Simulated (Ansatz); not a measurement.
Ansatz (an electronic-structure program) input (r2SCAN/def2-TZVP):

Ansatz 0.2 input:
```yaml
crystal:
  periodic: [false, false, false]
  atoms:
    - {symbol: Mo, position_ang: [-0.00000000, 0.00000000, 0.00000000]}
    - {symbol: C, position_ang: [-0.27367421, -0.96760989, 1.82095601]}
    - {symbol: C, position_ang: [-0.20742406, 2.06479699, 0.14365211]}
    - {symbol: C, position_ang: [-1.43797344, -0.51498018, -1.41211723]}
    - {symbol: C, position_ang: [1.91907170, -0.58220691, -0.55249089]}
    - {symbol: H, position_ang: [0.35684770, -0.64220750, 2.65430449]}
    - {symbol: H, position_ang: [-0.31986707, -2.06090173, 1.79874185]}
    - {symbol: H, position_ang: [-1.29677551, -0.58141395, 1.98979673]}
    - {symbol: H, position_ang: [0.06064164, 2.65208822, -0.74017145]}
    - {symbol: H, position_ang: [0.58895563, 2.19565972, 0.90064954]}
    - {symbol: H, position_ang: [-1.14521288, 2.44014395, 0.56505579]}
    - {symbol: H, position_ang: [-1.22150052, -1.59985920, -1.38828922]}
    - {symbol: H, position_ang: [-2.48497242, -0.36858615, -1.12878670]}
    - {symbol: H, position_ang: [-1.27911790, -0.15664188, -2.43401393]}
    - {symbol: H, position_ang: [2.06748309, -1.64129458, -0.78534635]}
    - {symbol: H, position_ang: [2.74419785, -0.22260035, 0.07021630]}
    - {symbol: H, position_ang: [1.92932040, -0.01438657, -1.50215704]}
basis:
  gaussian:
    orbitals: def2-TZVP
hamiltonian:
  xc: {name: r2SCAN}
relax: {f_tol: 0.003, max_steps: 100}
```

Output:

```
Functional definition: r2SCAN
integrals: 0.19 GiB planned
1556 factors; their error is unknown
0.35 GiB of the device are held for the grids
1.29 GiB of device memory are held for the factors and their scratch space
mean field: 1.20 GiB planned
mean field evaluation 1: about -6171.9048 eV, gradient 1.1e2 eV
mean field evaluation 2: about -6098.7929 eV, gradient 2.0e2 eV
mean field evaluation 4: about -6192.5159 eV, gradient 4.8e1 eV
mean field evaluation 8: about -6197.8207 eV, gradient 4.0e-1 eV
mean field evaluation 16: about -6197.7849 eV, gradient 1.1e-3 eV
mean field evaluation 32: about -6196.4583 eV, gradient 1.7e0 eV
mean field -6197.78486287 eV, -227.7643927008 hartree, gradient 1.1e-5 eV, S^2 0.000000; 3 other end points of the search recorded, 0 dependent functions left out
the calculation of the forces begins
reference -6197.78487857 eV, -227.7643932780 hartree; 25, 25 occupied and 211, 211 virtual orbitals, 1556 factors
relax step   1: F+E_penalty+E_count = -6197.78486287 eV  Δ(F+E_penalty+E_count) = +0.000e0 eV  max|allowed force component| = 2.755e-1 eV/Å  Δτ_max = 0.0000 Å  (89 SCF iters, accepted)
these checks for a lower state are left out or cut short: starts, cluster_reference, orbital_swaps, neighbouring_geometries, increment
integrals: 0.19 GiB planned
1556 factors; their error is unknown
0.35 GiB of the device are held for the grids
1.29 GiB of device memory are held for the factors and their scratch space
mean field: 1.20 GiB planned
mean field -6197.79459430 eV, -227.7647503246 hartree, gradient 8.4e-6 eV, S^2 0.000000; 0 other end points of the search recorded, 0 dependent functions left out
the calculation of the forces begins
reference -6197.79461002 eV, -227.7647509023 hartree; 25, 25 occupied and 211, 211 virtual orbitals, 1556 factors
relax step   2: F+E_penalty+E_count = -6197.79459430 eV  Δ(F+E_penalty+E_count) = -9.731e-3 eV  max|allowed force component| = 5.394e-2 eV/Å  Δτ_max = 0.0332 Å  (35 SCF iters, accepted)
these checks for a lower state are left out or cut short: starts, cluster_reference, orbital_swaps, neighbouring_geometries, increment
integrals: 0.19 GiB planned
1556 factors; their error is unknown
0.35 GiB of the device are held for the grids
1.29 GiB of device memory are held for the factors and their scratch space
mean field: 1.20 GiB planned
mean field -6197.79759759 eV, -227.7648606935 hartree, gradient 8.2e-6 eV, S^2 0.000000; 0 other end points of the search recorded, 0 dependent functions left out
the calculation of the forces begins
reference -6197.79761337 eV, -227.7648612733 hartree; 25, 25 occupied and 211, 211 virtual orbitals, 1556 factors
relax step   3: F+E_penalty+E_count = -6197.79759759 eV  Δ(F+E_penalty+E_count) = -3.003e-3 eV  max|allowed force component| = 4.114e-2 eV/Å  Δτ_max = 0.0335 Å  (35 SCF iters, accepted)
these checks for a lower state are left out or cut short: starts, cluster_reference, orbital_swaps, neighbouring_geometries, increment
integrals: 0.19 GiB planned
1556 factors; their error is unknown
0.35 GiB of the device are held for the grids
1.29 GiB of device memory are held for the factors and their scratch space
mean field: 1.20 GiB planned
mean field -6197.79839440 eV, -227.7648899754 hartree, gradient 8.2e-6 eV, S^2 0.000000; 0 other end points of the search recorded, 0 dependent functions left out
the calculation of the forces begins
reference -6197.79841021 eV, -227.7648905564 hartree; 25, 25 occupied and 211, 211 virtual orbitals, 1556 factors
relax step   4: F+E_penalty+E_count = -6197.79839440 eV  Δ(F+E_penalty+E_count) = -7.968e-4 eV  max|allowed force component| = 2.380e-2 eV/Å  Δτ_max = 0.0309 Å  (35 SCF iters, accepted)
these checks for a lower state are left out or cut short: starts, cluster_reference, orbital_swaps, neighbouring_geometries, increment
integrals: 0.19 GiB planned
1556 factors; their error is unknown
0.35 GiB of the device are held for the grids
1.29 GiB of device memory are held for the factors and their scratch space
mean field: 1.20 GiB planned
mean field evaluation 64: about -6197.7980 eV, gradient 5.1e-1 eV
mean field -6197.79841071 eV, -227.7648905749 hartree, gradient 8.7e-6 eV, S^2 0.000000; 0 other end points of the search recorded, 0 dependent functions left out
the calculation of the forces begins
reference -6197.79842652 eV, -227.7648911561 hartree; 25, 25 occupied and 211, 211 virtual orbitals, 1556 factors
relax step   5: F+E_penalty+E_count = -6197.79841071 eV  Δ(F+E_penalty+E_count) = -1.631e-5 eV  max|allowed force component| = 1.014e-2 eV/Å  Δτ_max = 0.0060 Å  (35 SCF iters, accepted)
these checks for a lower state are left out or cut short: starts, cluster_reference, orbital_swaps, neighbouring_geometries, increment
integrals: 0.19 GiB planned
1556 factors; their error is unknown
0.35 GiB of the device are held for the grids
1.29 GiB of device memory are held for the factors and their scratch space
mean field: 1.20 GiB planned
mean field -6197.79848578 eV, -227.7648933338 hartree, gradient 8.8e-6 eV, S^2 0.000000; 0 other end points of the search recorded, 0 dependent functions left out
the calculation of the forces begins
reference -6197.79850159 eV, -227.7648939148 hartree; 25, 25 occupied and 211, 211 virtual orbitals, 1556 factors
relax step   6: F+E_penalty+E_count = -6197.79848578 eV  Δ(F+E_penalty+E_count) = -7.507e-5 eV  max|allowed force component| = 1.714e-3 eV/Å  Δτ_max = 0.0034 Å  (36 SCF iters, accepted)
integrals: 0.19 GiB planned
1556 factors; their error is unknown
0.35 GiB of the device are held for the grids
1.29 GiB of device memory are held for the factors and their scratch space
mean field: 1.20 GiB planned
mean field evaluation 96: about -6197.7982 eV, gradient 4.7e-1 eV
mean field -6197.79848578 eV, -227.7648933338 hartree, gradient 8.7e-6 eV, S^2 0.000000; 1 other end points of the search recorded, 0 dependent functions left out
the calculation of the forces begins
reference -6197.79850159 eV, -227.7648939148 hartree; 25, 25 occupied and 211, 211 virtual orbitals, 1556 factors
Total energy: -6197.79850159 eV, -227.7648939148 hartree
Atom 0 at     0.000000    -0.000000     0.000000 Å, force    -0.000000     0.000000    -0.000000 eV/Å
Atom 1 at    -0.291091    -0.950826     1.806901 Å, force     0.001654    -0.000815     0.000043 eV/Å
Atom 2 at    -0.189858     2.047674     0.157100 Å, force    -0.001362     0.000149    -0.001234 eV/Å
Atom 3 at    -1.420027    -0.531306    -1.398188 Å, force    -0.000616     0.001714    -0.000291 eV/Å
Atom 4 at     1.900977    -0.565542    -0.565813 Å, force     0.000324    -0.001049     0.001482 eV/Å
Atom 5 at     0.302780    -0.621927     2.668196 Å, force    -0.000431     0.000120     0.001437 eV/Å
Atom 6 at    -0.375654    -2.044225     1.810460 Å, force    -0.000899    -0.000862     0.000845 eV/Å
Atom 7 at    -1.312956    -0.526652     1.911788 Å, force    -0.000128    -0.000460     0.000864 eV/Å
Atom 8 at     0.104043     2.663658    -0.701312 Å, force     0.000691     0.001337     0.000007 eV/Å
Atom 9 at     0.620653     2.105511     0.915295 Å, force    -0.000100     0.000980     0.000066 eV/Å
Atom 10 at    -1.104874     2.451175     0.607231 Å, force    -0.000143     0.001191     0.000910 eV/Å
Atom 11 at    -1.150115    -1.606804    -1.323467 Å, force    -0.000683    -0.000242    -0.000671 eV/Å
Atom 12 at    -2.478033    -0.427573    -1.128837 Å, force    -0.001145    -0.000909    -0.000357 eV/Å
Atom 13 at    -1.269115    -0.215090    -2.437380 Å, force    -0.000311    -0.000763    -0.001260 eV/Å
Atom 14 at     2.071210    -1.614158    -0.838047 Å, force     0.000885    -0.000548    -0.001087 eV/Å
Atom 15 at     2.749643    -0.191860     0.019689 Å, force     0.001354     0.000434    -0.000495 eV/Å
Atom 16 at     1.842419     0.027945    -1.503616 Å, force     0.000911    -0.000278    -0.000260 eV/Å
Dipole moment:     0.000000    -0.000000     0.000000 e Å
```

This is an excited singlet: at this geometry the triplet lies 0.62 eV lower at RI-MP2/CBS(def2-TZVPPD,def2-QZVPPD)+[CCSD(T)-MP2]/def2-TZVPPD.
